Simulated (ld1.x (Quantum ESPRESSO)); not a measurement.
**u(r) = r·R(r): atom against pseudo-atom (molybdenum (Mo))**

Columns: radius, all-electron u(r) and pseudo u(r) of the 4p shell (level -45.46 eV) of molybdenum in the configuration [Ar] 3d10 4s2 4p6 4d5 5s0 5p0; LDA (PZ), scalar-relativistic, TM scheme, ld1.x (Quantum ESPRESSO) 7.5.

```tsv
r (bohr)	all-electron	pseudo
0.103	0.2990	0.0238
0.205	-0.2580	0.0919
0.308	-0.5356	0.1987
0.410	-0.3874	0.3315
0.513	-0.0396	0.4795
0.615	0.3256	0.6253
0.718	0.6290	0.7579
0.820	0.8388	0.8635
0.923	0.9626	0.9366
1.025	1.0137	0.9730
1.128	1.0113	0.9746
1.230	0.9726	0.9465
1.332	0.9112	0.8956
1.435	0.8365	0.8287
1.538	0.7565	0.7532
1.640	0.6770	0.6759
1.743	0.5997	0.5995
1.845	0.5280	0.5279
1.948	0.4616	0.4616
2.050	0.4020	0.4020
2.153	0.3483	0.3483
2.255	0.3010	0.3010
2.358	0.2591	0.2591
2.460	0.2227	0.2227
2.562	0.1911	0.1911
2.665	0.1634	0.1634
```

(1) How many radial nodes do the two functions have?

(2) At about which radius was the pseudo-wave matched?

(3) Where does each function peak?

(4) Is the pseudo-wave norm-conserving?

Answers

(1) The all-electron 4p function has n − l − 1 = 2; the pseudo-wave has 0, since the states of the same l below it are removed with the core.

(2) 2.05 bohr. The columns agree to 0.0005 from 1.74 bohr on; several derivatives are matched, so the curves merge somewhat inside the radius.

(3) Outermost all-electron maximum near 1.02 bohr, pseudo maximum near 1.13 bohr (to the table’s step).

(4) Yes: the TM scheme keeps the norm inside the radius equal to the all-electron one, which fixes the energy derivative of the logarithmic derivative at the level.
